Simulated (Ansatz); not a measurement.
Ideal-gas functions of Cl2H4SiSn, SMILES `[SiH3][SnH]([Cl])[Cl]` at 800 K and 1 bar, from an Ansatz frequency run at PBE0-D4/def2-TZVP.

Molar mass 221.74 g/mol, point group Cs (symmetry number 1), electronic degeneracy 1, moments of inertia 299.337, 321.684, 518.052 u Å². Harmonic wavenumbers (cm⁻¹, unscaled): 67, 71, 90, 113, 307, 368, 370, 465, 484, 572, 580, 841, 930, 931, 1955, 2235, 2255, 2264.

Use S(trans) = R[1.5 ln M + 2.5 ln T − 1.1517]; rotational temperatures θ = 24.2544 K / I; S(rot) = R[ln(√π/σ · √(T³/θAθBθC)) + 1.5]; for each mode x = 1.438777 ν̃/T, S = R[x/(eˣ − 1) − ln(1 − e⁻ˣ)] and H = RT x/(eˣ − 1); 1 cm⁻¹ = 0.0119627 kJ/mol; R = 8.31446 J/(mol·K).

Problem. By hand: the entropy, in J/(mol·K).

Solution. Translation 196.7. Rotation: θ = 0.081, 0.0754, 0.0468 K, giving 134.5. Vibration, mode by mode: 25.91, 25.43, 23.46, 21.58, 13.36, 11.90, 11.85, 10.04, 9.73, 8.44, 8.33, 5.62, 4.94, 4.94, 1.15, 0.76, 0.74, 0.73, in all 188.9. Electronic 0.0. Sum 520.1 J/(mol·K).

Problem. By hand: H − E and G − E in kJ/mol, counted from the electronic energy.

Solution. Zero-point energy ½ × 14898 × 0.0119627 = 89.1; thermal vibration 65.1; translation, rotation and pV give 4 RT = 26.6. H − E = 180.8 kJ/mol, and G − E = 180.8 − 800 × 520.1/1000 = -235.3 kJ/mol.

Vibration gives 36 % of the entropy, 96.4 J/(mol·K) of it from the modes under 150 cm⁻¹: soft modes count most, and the harmonic formula is weakest for them.
